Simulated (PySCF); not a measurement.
## Stretching TeF

Set-up: Te def2-TZVPP with ECP28, F def2-TZVPP; scalar-relativistic core potentials (PySCF 2.14). Energies in eV from Te + F in their ground configurations at the same level. State: ²Π (doublet), unpaired electrons π ↑.

| R (Å) | UHF | r²SCAN |
| --- | --- | --- |
| 1.643 | -0.324 | -2.182 |
| 1.720 | -1.039 | -2.968 |
| 1.796 | -1.389 | -3.392 |
| 1.854 | -1.483 | -3.541 |
| 1.911 | -1.473 | -3.586 |
| 1.968 | -1.385 | -3.552 |
| 2.045 | -1.184 | -3.421 |
| 2.140 | -0.846 | -3.166 |
| 2.255 | -0.383 | -2.789 |
| 2.408 | 0.302 | -2.246 |

Put a parabola through the three lowest points of the UHF curve and estimate Re, k and ωe (reduced mass 16.57 u; 1 eV/Å² = 0.16022 mdyn/Å; ωe = 1302.8·√(k/μ) cm⁻¹).

Through R = 1.796, 1.854, 1.911 Å the second-order coefficient is 15.6 eV/Å², so Re ≈ 1.877 Å, k ≈ 5.00 mdyn/Å and ωe ≈ 716 cm⁻¹. A polynomial fit of higher order to the unrounded UHF energies gives Re = 1.875 Å, k = 4.52 mdyn/Å, ωe = 680 cm⁻¹; anharmonicity and rounding make the difference.

The higher-order fit for each curve: UHF: Re = 1.875 Å, ωe = 680 cm⁻¹, De = 1.49 eV; r²SCAN: Re = 1.912 Å, ωe = 621 cm⁻¹, De = 3.59 eV.

These are scalar-relativistic numbers at best; spin–orbit coupling would shift them, the dissociation energy most. The state is the lowest determinant that a PBE0 search found; another state may lie lower at other levels.
